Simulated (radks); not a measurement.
Values are calculated unless marked as measured or tabulated.
In+, configuration [Kr] 4d10 5s2. Level of theory: scalar-relativistic Kohn-Sham, PBEsol, spin-polarised, spherical densities, point nucleus; hard spherical wall at 20 bohr (a radial shooting solver on a logarithmic mesh with Libxc functionals).

Radial electron density D(r) = 4 pi r^2 rho(r):

r (bohr),D(r) (e/bohr)
0.003832,13.52
0.004426,16.69
0.005153,20.64
0.005951,24.98
0.006872,29.87
0.008,35.54
0.009239,41.21
0.01067,46.94
0.01242,52.65
0.01435,57.31
0.01657,60.80
0.01929,62.80
0.02228,62.88
0.02573,61.34
0.02995,58.57
0.03459,55.87
0.03994,54.40
0.0465,55.45
0.0537,59.52
0.06202,66.10
0.0722,73.83
0.08339,79.18
0.0963,80.15
0.1121,75.46
0.1295,67.24
0.1495,59.10
0.1741,54.96
0.201,56.90
0.2322,62.17
0.2703,65.59
0.3122,61.97
0.3605,51.07
0.4197,36.11
0.4847,24.71
0.5597,19.54
0.6516,19.82
0.7526,21.63
0.8691,21.58
1.012,18.55
1.169,14.07
1.349,9.661
1.571,6.110
1.814,3.906
2.095,2.525
2.439,1.591
2.817,0.9829
3.253,0.5541
3.788,0.2623
4.374,0.1093
5.052,0.03755
5.881,0.009427
6.792,0.001918
7.844,0.0002850

D(r) has 4 maxima, at r = 0.0209, 0.0918, 0.272, 0.809 bohr, and minima at 0.0409, 0.178, 0.592 bohr, inside which lie 2.00, 11.20, 28.96 electrons.
